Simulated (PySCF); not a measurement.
**Working out the ionisation energy of Xe**

Xe [Xe] (1S) → Xe⁺ [Kr] 4d10 5s2 5p5 (2P). Computed with PySCF 2.14 in x2c-QZVPPall with one added diffuse shell each of s, p, d, f type (14s10p8d5f1g, 128 functions), with the spin-free X2C one-electron Hamiltonian (Gaussian nucleus). Frozen: [Ar] 3d10. Energies in hartree (1 hartree = 27.21139 eV):

| part | Xe (lower) | Xe⁺ (upper) |
| --- | --- | --- |
| UHF | -7443.563280 | -7443.142556 |
| MP2 opposite-spin | -0.572371 | -0.545814 |
| MP2 same-spin | -0.304136 | -0.290564 |

**Question.** What does Hartree-Fock give?

**Answer.** (-7443.142556) − (-7443.563280) = 0.420724 hartree = 11.448 eV.

**Question.** What do MP2 and SCS-MP2 (6/5 opposite-spin, 1/3 same-spin) give?

**Answer.** The opposite-spin parts differ by 0.723 eV and the same-spin parts by 0.369 eV. MP2: 11.448 + (0.723) + (0.369) = 12.540 eV. SCS-MP2: 11.448 + 1.2 × (0.723) + (0.369)/3 = 12.439 eV.

Measured between the centres of the two terms (NIST): 12.565 eV, so MP2 (valence and next inner shell) is off by -0.025 eV.

What remains against the reference includes basis incompleteness, the frozen core and correlation beyond second order.
